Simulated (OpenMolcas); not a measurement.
# Pd2+: moving the ligands

Pd2+ with 4 ligands (chloride) in square-planar coordination (D4h) at 2.4 Å. A charge of +0.5 e stands 2.4 Å behind each ligand. Ligand basis ANO-RCC-VDZP.
```
Pd    0.0000    0.0000    0.0000
Cl    2.4000    0.0000    0.0000
Cl    0.0000    2.4000    0.0000
Cl   -2.4000    0.0000    0.0000
Cl    0.0000   -2.4000    0.0000
```

| Quantity | Value |
| --- | --- |
| Program | OpenMolcas 26.06 |
| Method | CASSCF |
| Basis | ANO-RCC-VTZP [7s6p4d2f1g] |
| Scalar Hamiltonian | DKH2, point nucleus |
| Active space | 8 electrons in 5 orbitals (4d) |
| State averaging | 2S+1 = 3 even, 10 roots; 2S+1 = 1 even, 15 roots |
| Spin-orbit coupling | RASSI with atomic mean-field integrals over the reference wave functions |

Runs around this geometry, states (labels of D4, the rotations of D4h). Energies in cm-1 above the lowest state or level, χT in cm3 K/mol.

| R (Å) | Ground state | First state of that spin | First gap with spin-orbit (degeneracies) | χT at 300 K | First state of another spin |
| --- | --- | --- | --- | --- | --- |
| 2.26 | 2S+1 = 1 | 16903 | 6134 (1, 1) | 0.018 | 2S+1 = 3: 7007 |
| 2.4 | 2S+1 = 1 | 11220 | 500.7 (1, 1) | 0.672 | 2S+1 = 3: 567.8 |
| 2.52 | 3B1 | 3E 901.8 | 110.7 (1, 2) | 2.456 | 1A1 3290 |

The ground state changes within this set.

Without dynamic correlation the repulsion within the d shell is too large (B by tens of per cent), so at a given field states of lower spin stand too high. With metal d orbitals alone the field can be off either way by tens of per cent. Ligand-to-metal charge-transfer states are missing. With no ligand orbital active B as a rule stays too high, so bands that hang on it stand too high and its fall with covalency is understated. This shell can be high or low spin here, a state of another spin lies low, and with metal d orbitals alone active their balance is uncertain, so the ground spin may be wrong, although the usual error favours high spin (holds for R = 2.26; R = 2.4). The least metal-like active orbital is 70 % on the metal (Löwdin) and no ligand orbital is active, so the numbers are rough (holds for R = 2.26). Spin-orbit coupling mixes the spin-free states strongly: the lowest level takes only 64 % from its leading state, 2S+1 = 1 (holds for R = 2.4). The least metal-like active orbital is 76 % on the metal (Löwdin) and no ligand orbital is active, so the numbers are rough (holds for R = 2.4). This shell can be high or low spin here, a state of another spin lies low, and with metal d orbitals alone active their balance is uncertain, so the ground spin may be wrong (holds for R = 2.52). The least metal-like active orbital is 83 % on the metal (Löwdin) and no ligand orbital is active, so the numbers are rough (holds for R = 2.52). No measured value stands beside these numbers; the geometry was imposed, not optimised, and the real ion may take another.

A state without a sure symmetry label is named by its multiplicity alone.
